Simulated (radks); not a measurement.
The numbers below are computed, except where a source is named.
The krypton ion Kr2+, 34 electrons, occupied as [Ar] 3d10 4s2 4p4.

Level of theory: scalar-relativistic Kohn-Sham, r2SCAN, spin-polarised, spherical densities, finite nucleus; open shells are filled with parallel spins first; meta-GGA in the generalised Kohn-Sham scheme; Fermi nuclear charge, rms radius 4.1884 fm (a radial shooting solver on a logarithmic mesh with Libxc functionals).

Energy parts (hartree):
total: -2789.29503
kinetic: 2853.25940
electron-nucleus: -6696.72158
Hartree: 1150.30190
exchange-correlation: -96.13476

Orbitals (lengths in bohr, moments of r in powers of bohr; <r^-3> diverges for s and p1/2; r(max) is where P^2 peaks):
| orbital | occ. | eigenvalue (hartree) | <r> | r(max) | <r^-3> |
|---|---|---|---|---|---|
| 1s up | 1 | -522.5945 | 0.04149 | 0.02708 | - |
| 1s down | 1 | -522.5848 | 0.04149 | 0.02708 | - |
| 2s up | 1 | -69.99851 | 0.1833 | 0.1541 | - |
| 2s down | 1 | -69.99658 | 0.1833 | 0.1541 | - |
| 2p up | 3 | -61.92153 | 0.1601 | 0.1234 | 1496 |
| 2p down | 3 | -61.91420 | 0.1601 | 0.1235 | 1496 |
| 3s up | 1 | -10.87988 | 0.5289 | 0.4661 | - |
| 3s down | 1 | -10.87164 | 0.5290 | 0.4663 | - |
| 3p up | 3 | -8.27670 | 0.5396 | 0.4628 | 222.2 |
| 3p down | 3 | -8.26665 | 0.5395 | 0.4630 | 222.0 |
| 3d up | 5 | -3.98599 | 0.5553 | 0.4126 | 26.87 |
| 3d down | 5 | -3.97274 | 0.5535 | 0.4127 | 26.94 |
| 4s up | 1 | -1.76993 | 1.506 | 1.320 | - |
| 4s down | 1 | -1.66987 | 1.511 | 1.317 | - |
| 4p up | 3 | -1.19286 | 1.725 | 1.484 | 22.53 |
| 4p down | 1 | -1.09682 | 1.743 | 1.481 | 22.24 |

The highest occupied level is 4p down at -29.846 eV. The density falls to 0.001 e/bohr^3 at r = 3.46 bohr. Spin moment in Bohr magnetons: 2. The electron density at the nucleus is 5.011e+04 e/bohr^3 (large components only). Summed over all electrons, <r^2> = 25.58 bohr^2, which gives a Langevin (diamagnetic) susceptibility term of -20.3 x 10^-6 cm^3/mol.
